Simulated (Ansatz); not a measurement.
`[Cl][Sn][Cl]`. Charge 0, multiplicity 1. Sn: def2 effective core potential. Geometry: relaxed with PBE0-D4/def2-TZVP.

```xyz
3

Cl    1.675    0.463    0.664
Sn    0.127   -0.156   -1.010
Cl   -1.802   -0.308    0.346
```

(1) What is the dipole moment at B3LYP/def2-TZVPP? (An estimate is asked.)

(2) And with PBE, r2SCAN, ωB97M-V? (Estimate.)

(3) Give the Mulliken charges with B3LYP, PBE, ωB97M-V in def2-TZVPP. (Best estimate.)

Results:

(1) Computed: 3.28 D, with components (0.40, -0.49, -3.21) D in this frame, pointing from negative to positive charge.

(2) The calculation gave: PBE 3.05 D, r2SCAN 3.12 D, ωB97M-V 3.29 D.

(3) The calculation gave: 
| atom | B3LYP | PBE | ωB97M-V |
| --- | --- | --- | --- |
| Cl1 | -0.38 | -0.35 | -0.36 |
| Sn2 | 0.76 | 0.70 | 0.72 |
| Cl3 | -0.38 | -0.35 | -0.36 |

B3LYP here is the variant with VWN-RPA as its local correlation; programs differ in this.
